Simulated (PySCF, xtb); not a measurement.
NS, SMILES S=[N], multiplicity 2.

Harmonic wavenumbers (cm⁻¹) from GFN2-xTB in xtb at its own minimum, in rising order: 1358.

Problem. What does PBE-D3(BJ)/def2-TZVPD (PySCF 2.14.0) give at its own minimum? (An estimate is asked for; the answer gives what the named calculation found.)

Solution. 1214. Paired by order, the mean absolute difference is 145 cm⁻¹ and the zero-point energies are 1.9 and 1.7 kcal/mol.
